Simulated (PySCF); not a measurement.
Task: What does the PBE0-D3(BJ)/def2-SVP structure of `F[SiH2]C1=CC=C([SiH2]Br)C=C1` look like in three dimensions?

Result: 
```
atom  x, y, z in Å
F1    -2.6046    0.1609    0.6294
Si2   -2.0069    1.5717    0.0725
C3    -0.1468    1.4042    0.0475
C4     0.4474    0.1885    0.4155
C5     1.8325    0.0476    0.4102
C6     2.6636    1.1169    0.0440
Si7    4.5185    0.8496    0.0935
Br8    5.5944    2.7389   -0.4040
C9     2.0698    2.3301   -0.3264
C10    0.6837    2.4696   -0.3269
H11   -2.5642    1.8023   -1.2899
H12   -2.4468    2.6589    0.9911
H13   -0.1826   -0.6540    0.7128
H14    2.2657   -0.9137    0.7061
H15    4.9529    0.4363    1.4577
H16    4.9398   -0.1903   -0.8879
H17    2.6989    3.1761   -0.6166
H18    0.2516    3.4317   -0.6211
```

Orientation and origin are arbitrary. Atoms count from 1 in this order. The 6-membered ring C3–C4–C5–C6–C9–C10 has internal angles of 118.6° to 120.9°; it is planar, 0.00 Å rms from its mean plane, widest ring torsion 0°. Si2 (fluorine-bound silicon) is tetrahedral (angles from 107.0° to 112.0°). Si7 (SiH2 silicon) is tetrahedral (angles from 107.4° to 111.2°). Of the pairs four or more bonds apart, F1···H13 is among the closest relative to their van der Waals radii: 2.56 Å, 96 % of the sum of Bondi's values.

Bonds between heavy atoms (Å): F1–Si2 1.630, Si2–C3 1.868, C3–C4 1.402, C4–C5 1.392, C5–C6 1.403, C6–Si7 1.875, Si7–Br8 2.230, C6–C9 1.401, C9–C10 1.393, C3–C10 1.402.

Computed with PBE0-D3(BJ)/def2-SVP geometry optimisation, gas phase in PySCF 2.14.0.

Point group: near Cs, missed by 0.19 Å at most; the miss may be what the optimiser left on a soft mode. No frequency check. One conformer, not necessarily the lowest (F1–Si2–C3–C4 3°, C5–C6–Si7–Br8 -176°).
